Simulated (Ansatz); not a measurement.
Geometry optimisation, RKS B3LYP-D4/def2-SVP (Ansatz 0.2.0).

Input:

```yaml
crystal:
  periodic: [false, false, false]
  atoms:
    - { symbol: B, position_ang: [-0.069354, -0.183407, -0.07957] }
    - { symbol: F, position_ang: [-0.022119, -0.555156, 1.196332] }
    - { symbol: F, position_ang: [1.079998, 0.13229, -0.674458] }
    - { symbol: "N", position_ang: [-1.275343, -0.1716, -0.784246] }
    - { symbol: H, position_ang: [-2.155429, -0.418672, -0.350282] }
    - { symbol: H, position_ang: [-1.344735, 0.148002, -1.740463] }
    - { symbol: H, position_ang: [-0.202819, 1.998778, 0.905326] }
    - { symbol: H, position_ang: [-0.145299, 1.556066, 1.46656] }
basis:
  gaussian: { orbitals: def2-SVP }
hamiltonian:
  xc: b3lyp
  dispersion: d4
relax:
  f_tol: 0.03
  max_steps: 50
```

Run as:

```bash
$ ansatz run input.yaml --threads 1 --pin off --max-ram 2048MiB --backend cpu --events-out ev --progress --plain --runs-dir out
```

Q: Where does it end, and by what steps?

A: The forces met the threshold. The force dipped under the threshold on the way, but the program's further checks kept it going. After 18 steps the energy has fallen by 0.156 eV; H7 moved furthest, 1.08 Å.

```csv
step,energy less start (eV),largest force component (eV/Å),accepted
0,0.0000,1.336,yes
1,-0.1187,0.116,yes
2,-0.1409,0.244,yes
3,-0.1406,0.378,no
4,-0.1456,0.092,yes
5,-0.1485,0.107,yes
6,-0.1500,0.060,yes
7,-0.1513,0.019,yes
8,-0.1365,0.960,no
9,-0.1526,0.069,yes
10,-0.1526,0.247,yes
11,-0.1539,0.067,yes
12,-0.1543,0.005,yes
13,-0.1547,0.109,yes
14,-0.1549,0.129,yes
15,-0.1553,0.054,yes
16,-0.1554,0.033,yes
17,-0.1555,0.001,yes
18,-0.1556,0.014,yes
```

```xyz
8
Properties=species:S:1:pos:R:3
B -0.049 -0.372 -0.296
F 0.041 -0.430 1.035
F 1.088 -0.364 -0.990
N -1.290 -0.326 -0.933
H -2.163 -0.326 -0.421
H -1.383 -0.280 -1.939
H -0.248 2.678 1.748
H -0.131 1.927 1.734
```

Whether the end is a true minimum wasn't checked by a vibrational analysis.

The run took 44 s on 1 thread of Arm Neoverse V1, with other jobs on the host, peak memory 0.14 GiB.
